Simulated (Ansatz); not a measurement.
Ansatz (a program for electronic structure) job for C2H2Cl2, SMILES Cl/C=C/Cl, ωB97X-V/def2-SVPD. Geometry optimised at TPSSh-D3(BJ)/def2-SVP.

Ansatz 0.2 input:
```yaml
crystal:
  periodic: [false, false, false]
  atoms:
    - {symbol: Cl, position_ang: [-0.05051980, 2.15761351, 0.00000000]}
    - {symbol: C, position_ang: [0.44574446, 0.49773990, 0.00000000]}
    - {symbol: C, position_ang: [-0.44574446, -0.49773990, 0.00000000]}
    - {symbol: Cl, position_ang: [0.05051980, -2.15761351, 0.00000000]}
    - {symbol: H, position_ang: [1.52562745, 0.34205512, 0.00000000]}
    - {symbol: H, position_ang: [-1.52562745, -0.34205512, 0.00000000]}
basis:
  gaussian:
    orbitals: def2-SVPD
hamiltonian:
  xc: {name: wB97X-V}
```

It prints:

```
Functional definition: wB97X-V
integrals: 0.07 GiB planned
1018 factors; their error is unknown
integrals: 0.10 GiB planned
352 factors; integrals over basis functions are off by at most 2.9e-5 eV
mean field: 0.57 GiB planned
mean field evaluation 1: about -27137.0498 eV, gradient 1.5e1 eV
mean field evaluation 2: about -27137.6067 eV, gradient 6.0e0 eV
mean field evaluation 4: about -27137.6999 eV, gradient 6.3e-1 eV
mean field evaluation 8: about -27137.7896 eV, gradient 7.6e-3 eV
mean field -27137.78962433 eV, -997.2953740395 hartree, gradient 2.7e-5 eV, S^2 0.000000; 0 other end points of the search recorded, 0 dependent functions left out
reference -27137.78962183 eV, -997.2953739478 hartree; 24, 24 occupied and 86, 86 virtual orbitals, 1018 factors
Total energy: -27137.78962183 eV, -997.2953739478 hartree
```

Self-consistency was reached.
